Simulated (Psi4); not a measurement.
Psi4 input (wB97X-D/6-311+G**):

```
memory 1500 MB

molecule {
0 1
C    -1.53920900   -1.57302800   -1.48755900
O    -0.79950800   -1.33771700   -0.29228500
Si   -0.02235100    0.05121100    0.06733000
S    -1.46219400    1.61693200   -0.10935600
S     0.83084300   -0.17035700    2.01124800
O     1.21009500    0.39696500   -0.94457400
C     2.39354700   -0.38446300   -1.08606200
H    -0.95995800   -1.29869900   -2.37237800
H    -1.77182100   -2.63616400   -1.52819000
H    -2.47180800   -1.00437100   -1.48579800
H    -0.57529700    2.58989100    0.15816200
H    -0.33642500   -0.50092100    2.58832300
H     2.92968600   -0.01677800   -1.95977900
H     3.03369400   -0.28304200   -0.20683400
H     2.15573100   -1.44109900   -1.22978600
symmetry c1
no_reorient
no_com
}

set {
  basis 6-311+G**
  reference rks
  scf_type df
  df_basis_scf def2-universal-jkfit
  dft_radial_points 99
  dft_spherical_points 590
  e_convergence 1e-8
  d_convergence 1e-7
  maxiter 150
}

e = energy('wb97x-d')
print_out(f'\nFINAL {e:.10f} DIPOLE {variable("CURRENT DIPOLE")[0]:.6f} {variable("CURRENT DIPOLE")[1]:.6f} {variable("CURRENT DIPOLE")[2]:.6f}\n')
```

From the output:

```
    One-Electron Energy =               -2965.8864573131263569
    Two-Electron Energy =                1146.0180252476588976
    DFT Exchange-Correlation Energy =     -74.2335884466495912
    Empirical Dispersion Energy =          -0.0067259409612705
    VV10 Nonlocal Energy =                  0.0000000000000000
    Total Energy =                      -1317.4949800656154366

Computation Completed

Properties will be evaluated at   0.000000,   0.000000,   0.000000 [a0]

Properties computed using the SCF density matrix

 Multipole Moments:

 ------------------------------------------------------------------------------------
     Multipole            Electronic (a.u.)      Nuclear  (a.u.)        Total (a.u.)
 ------------------------------------------------------------------------------------

 L = 1.  Multiply by 2.5417464519 to convert [e a0] to [Debye]
 Dipole X            :          0.1619280           -0.0000076            0.1619205
 Dipole Y            :         -0.3710200            0.0000170           -0.3710030
 Dipole Z            :         -0.4878040            0.0000265           -0.4877775
 Magnitude           :                                                    0.6338678

 ------------------------------------------------------------------------------------

FINAL -1317.4949800656 DIPOLE 0.161920 -0.371003 -0.487778

*** Psi4 exiting successfully. Buy a developer a beer!
```

The geometry given is a B3LYP-D3(BJ)/def2-TZVP minimum.
